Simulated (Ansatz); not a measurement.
Basis-set series for the Cd atom. Total charge 0; spin multiplicity 1. Cd takes the def2 core potential. A free atom.

```
functional       basis  functions  energy (Eh)  HOMO (eV)  LUMO (eV)
      PBE0  def2-TZVPP         56   -167.77479      -6.38      -0.44
      PBE0  def2-QZVPP         88   -167.77627      -6.39      -0.58
   ωB97M-V  def2-TZVPP         56   -167.71501      -8.34       0.97
   ωB97M-V  def2-QZVPP         88   -167.71643      -8.35       0.59
```

**Question.** Give the rows for def2-SVP. (Estimate.)

**Answer.** Ansatz gave: 
```csv
functional,basis,functions,energy (Eh),HOMO (eV),LUMO (eV)
PBE0,def2-SVP,31,-167.73406,-6.35,-0.45
ωB97M-V,def2-SVP,31,-167.67267,-8.31,0.95
```

Positive LUMOs are unbound and depend on the basis.
